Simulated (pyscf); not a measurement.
Single points on ωB97X-D3(BJ)/def2-SVP structures (PySCF, gas phase).

SMILES: N[SiH](N)I
```xyz
9

N     -0.3208     1.2046    -1.8628
Si    -0.0915     0.2409    -0.4654
N     -0.8290    -1.2816    -0.7318
I     -1.0513     1.6129     1.3380
H     -0.3642     2.2153    -1.8147
H     -0.0761     0.8578    -2.7840
H      1.2897    -0.0487     0.0006
H     -0.5777    -2.0790    -0.1571
H     -1.7933    -1.3319    -1.0449
```
Charge 0, spin multiplicity 1.

Q: What is the homolytic dissociation enthalpy (298 K, ωB97M-D3(BJ)/def2-TZVP) of the I–Si bond of `[NH2][SiH]([NH2])[I]`, to H₂N–SiH•–NH₂ + I•?

A: I–Si to H₂N–SiH•–NH₂ + I•: 85.1 kcal/mol. The 7 functionals that were run give +80.2 (M06-2X) to +91.5 kcal/mol (ωB97X-D3(BJ)). Other isomers of H₂N–SiH•–NH₂ were not searched in full and may lie lower. Left out: the spin-orbit lowering of I, which is large for Br, Se, Te and I. Elements past Kr carry the def2 core potentials, without spin-orbit coupling.
